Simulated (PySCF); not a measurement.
**Frontier orbitals and the lowest excitations**

Species: C5H7N3.
Numbering: `[H]/[N:1]=[CH:2]/[CH2:3][n:4]1[cH:5][cH:6][n:7][cH:8]1` (hydrogens: H9 on N1; H10 on C2; H11, H12 on C3; H13 on C5; H14 on C6; H15 on C8)

Geometry (GFN2-xTB, Å), atoms numbered from 1 in this order:
```
atom  x, y, z in Å
N1    -2.988    0.090   -0.105
C2    -1.851   -0.115   -0.583
C3    -0.786   -0.752    0.269
N4     0.496   -0.141    0.055
C5     1.420   -0.489   -0.891
C6     2.439    0.411   -0.772
N7     2.157    1.301    0.215
C8     0.994    0.951    0.685
H9    -3.670    0.512   -0.731
H10   -1.525    0.131   -1.604
H11   -0.723   -1.814    0.005
H12   -1.075   -0.669    1.320
H13    1.279   -1.328   -1.542
H14    3.352    0.473   -1.328
H15    0.476    1.448    1.481
```

Method used: TDDFT PBE0/def2-SVPD, vertical, gas phase, core orbitals frozen in the response (PySCF 2.14.0, density-fitted response routines).

Kohn–Sham orbitals with the atoms that hold most of them (Löwdin shares over 4%, at most four atoms; ? is withheld):

```
orbital  ε (eV)                             atoms
 LUMO+2    0.66  C2 22%, H10 12%, H11 11%, H9 10%
 LUMO+1    0.36    C8 18%, N4 17%, C5 13%, N7 10%
   LUMO       ?                                 ?
   HOMO   -6.78                                 ?
 HOMO-1   -7.73      N7 64%, C6 10%, C8 9%, C5 4%
 HOMO-2   -7.84    N1 28%, N7 19%, N4 13%, C2 10%
 HOMO-3   -8.36     N1 34%, N7 18%, N4 16%, C2 9%
```

**Question.** Which atoms hold the HOMO, and with what shares?

**Answer.** C5 (bonded to C, N and H) 28%; C6 (bonded to C, N and H) 24%; C8 (bonded to 2 N and H) 21%; N4 (bonded to 3 C) 10%. By element: carbon 73% or more, nitrogen 10% or more.

**Question.** Which atoms hold the LUMO, and with what shares?

**Answer.** C2 (bonded to C, N and H) 37%; N1 (bonded to C and H) 36%; C3 (bonded to C, N and 2 H) 7%; H10 (bonded to C) 5%. By element: carbon 44% or more, nitrogen 36% or more, hydrogen 5% or more.

**Question.** What is the LUMO energy, and the HOMO–LUMO gap?

**Answer.** ε(LUMO) = -0.78 eV; the gap is 6.00 eV (0.2204 hartree).

**Question.** How does S1 compare with the orbital gap of 6.00 eV?

**Answer.** S1 is at 4.99 eV (f = 0.020), 1.01 eV below the gap, made of HOMO→LUMO (74%), HOMO-2→LUMO (17%). Without the coupling terms of the response equations the lowest excitation would equal the gap.

**Question.** Give energy, strength and leading configuration of S1, S3 and S7, and follow the Löwdin shares of the leading atoms from the occupied to the empty orbital.

**Answer.** 
- S1 (4.99 eV, f 0.020), HOMO→LUMO (74%): C5 28% → at most 6%, C6 24% → at most 6%, C2 at most 11% → 37%, N1 at most 11% → 36%
- S3 (6.08 eV, f 0.0020), HOMO-1→LUMO (90%): N7 64% → at most 6%, C6 10% → at most 6%, C2 at most 5% → 37%, N1 at most 5% → 36%
- S7 (6.49 eV, f 0.0047), HOMO-1→LUMO+1 (84%): N7 64% → 10%, C6 10% → at most 10%, C8 9% → 18%, N4 at most 5% → 17%

One conformer stands for the species.
